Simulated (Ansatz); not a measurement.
## Molecular dynamics of Si$_{17}$H$_{6}$Cl$_{2}$

input.yaml

```yaml
accuracy: low
crystal:
  lattice:
    - [7.67918, 0.0, 0.0]
    - [3.83959, 6.650365, 0.0]
    - [0.0, 0.0, 17.868765]
  atoms:
    - { symbol: H, position: [0.1666667, 0.1666667, 0.0559636] }
    - { symbol: H, position: [0.6666667, 0.1666667, 0.0559636] }
    - { symbol: H, position: [0.1666667, 0.6666667, 0.0559636] }
    - { symbol: H, position: [0.6666667, 0.6666667, 0.0559636] }
    - { symbol: Si, position: [0.1666667, 0.1666667, 0.1399089] }
    - { symbol: Si, position: [0.6666667, 0.1666667, 0.1399089] }
    - { symbol: Si, position: [0.1666667, 0.6666667, 0.1399089] }
    - { symbol: Si, position: [0.6666667, 0.6666667, 0.1399089] }
    - { symbol: Si, position: [-0.17529328, 0.33593097, 0.18071561] }
    - { symbol: Si, position: [0.32007118, 0.3413175, 0.18146342] }
    - { symbol: Si, position: [-0.16440708, 0.8291676, 0.17877465] }
    - { symbol: Si, position: [0.32962926, 0.83655073, 0.18358828] }
    - { symbol: Si, position: [-0.18110278, 0.34733798, 0.31072816] }
    - { symbol: Si, position: [0.34990427, 0.33253879, 0.30906365] }
    - { symbol: Si, position: [-0.13974116, 0.80698753, 0.3058282] }
    - { symbol: Si, position: [0.32191991, 0.85609786, 0.31913743] }
    - { symbol: Si, position: [-0.00230935, 0.00865041, 0.35654391] }
    - { symbol: Si, position: [0.54240467, -0.00960964, 0.36494399] }
    - { symbol: Si, position: [0.0185052, 0.47315358, 0.35153345] }
    - { symbol: Si, position: [0.48924448, 0.52541292, 0.34617639] }
    - { symbol: H, position: [0.03469945, 0.48235939, 0.43737095] }
    - { symbol: H, position: [0.46167078, 0.5208685, 0.43009106] }
    - { symbol: Si, position: [0.76097145, 0.00674306, 0.45327562] }
    - { symbol: Cl, position: [0.66081954, 0.24538464, 0.53249047] }
    - { symbol: Cl, position: [0.9211067, -0.24738115, 0.5236065] }
basis:
  ecutwfc: 420.0
kpoints:
  mp_grid: { grid: [2, 2, 1] }
hamiltonian:
  xc: lda
  pseudopotentials: { kind: paw, azcp: { folder: soft_1 } }
scf:
  occupations: { method: fermi_dirac, width: 0.02 }
  lower_state_search: "off"
md:
  timestep: 0.75
  n_steps: 160
  ensemble: nvt_langevin
  temperature: 1400.0
  initial_velocities: maxwell_boltzmann
  seed: 486854
  friction: 0.005
  constraints: [{ sites: [0, 1, 2, 3, 4, 5, 6, 7] }]
```

Command:

```bash
$ ansatz run input.yaml --threads 1 --pin off --max-ram 3072MiB --backend cpu --events-out ev --progress --plain --runs-dir out
```

It goes on from the last frame of an earlier run, with new velocities.

Output, in part (step lines):

```
md step     0: t =     0.00 fs  T =  1400.0 K  F+E_penalty+E_count = -12527.20728239 eV  E_kin = 3.076388 eV  (11 SCF iters)
md step     1: t =     0.75 fs  T =  1374.8 K  F+E_penalty+E_count = -12527.19307722 eV  E_kin = 3.021100 eV  (7 SCF iters)
md step     2: t =     1.50 fs  T =  1335.2 K  F+E_penalty+E_count = -12527.14611796 eV  E_kin = 2.934042 eV  (7 SCF iters)
md step     3: t =     2.25 fs  T =  1305.9 K  F+E_penalty+E_count = -12527.07336176 eV  E_kin = 2.869642 eV  (7 SCF iters)
md step     4: t =     3.00 fs  T =  1281.3 K  F+E_penalty+E_count = -12526.99738949 eV  E_kin = 2.815474 eV  (7 SCF iters)
md step     5: t =     3.75 fs  T =  1228.9 K  F+E_penalty+E_count = -12526.94062947 eV  E_kin = 2.700365 eV  (4 SCF iters)
md step     6: t =     4.50 fs  T =  1218.0 K  F+E_penalty+E_count = -12526.90804675 eV  E_kin = 2.676529 eV  (4 SCF iters)
md step     7: t =     5.25 fs  T =  1247.0 K  F+E_penalty+E_count = -12526.88870172 eV  E_kin = 2.740149 eV  (4 SCF iters)
[... lines left out ...]
```

The steps, from the saved trajectory:

```
time (fs)  T (K)  potential energy less start (eV)
        0   1400                             0.000
     3.75   1229                             0.267
      7.5   1254                             0.458
    11.25   1109                             0.957
       15   1034                             1.130
    18.75    908                             1.398
     22.5    963                             1.253
    26.25    940                             1.325
       30   1072                             1.204
    33.75   1031                             1.349
     37.5   1019                             1.204
    41.25    967                             1.236
       45   1022                             1.179
    48.75    983                             1.239
     52.5    988                             1.336
    56.25    909                             1.426
       60    909                             1.461
    63.75    890                             1.531
     67.5    909                             1.625
    71.25    933                             1.732
       75    852                             1.792
    78.75    825                             1.880
     82.5    869                             1.945
    86.25    994                             1.858
       90   1069                             1.909
    93.75   1167                             1.812
     97.5   1096                             1.901
   101.25   1160                             1.680
      105   1298                             1.592
   108.75   1447                             1.122
    112.5   1281                             1.283
   116.25   1205                             1.425
      120   1144                             1.607
```

The run went to its last step. The mean temperature of the second half is 23 % below the set value. A run of 0.12 ps of so small a system gives no equilibrium averages. Limits of this set-up: thin slab, slab without dipole correction, no dispersion correction for a molecule that may bind weakly, PAW files made for another functional, low accuracy level.

Mean squared displacements from the first frame to the last: H 0.19 Å², Si 0.12 Å², Cl 0.95 Å².

Last frame:

```xyz
25
Lattice="7.6792 0.0000 0.0000 3.8396 6.6504 0.0000 0.0000 0.0000 17.8688" Properties=species:S:1:pos:R:3
H 1.920 1.108 1.000
H 5.759 1.108 1.000
H 3.840 4.434 1.000
H 7.679 4.434 1.000
Si 1.920 1.108 2.500
Si 5.759 1.108 2.500
Si 3.840 4.434 2.500
Si 7.679 4.434 2.500
Si 0.030 2.201 3.271
Si 3.872 2.133 3.322
Si 1.943 5.577 3.248
Si 5.743 5.630 3.330
Si 0.236 2.345 5.496
Si 3.864 2.519 5.624
Si 1.923 6.020 5.450
Si 5.847 5.824 5.633
Si -0.111 0.403 6.461
Si 4.040 0.462 6.368
Si 2.089 3.738 6.318
Si 5.880 3.491 6.453
H 1.956 3.644 7.770
H 6.403 3.808 7.885
Si 5.941 0.622 8.091
Cl 6.829 2.042 9.450
Cl 5.678 -0.791 9.732
```

Run time: 22 min on 1 thread of Arm Neoverse V1, with other jobs on the host, peak memory 0.96 GiB.
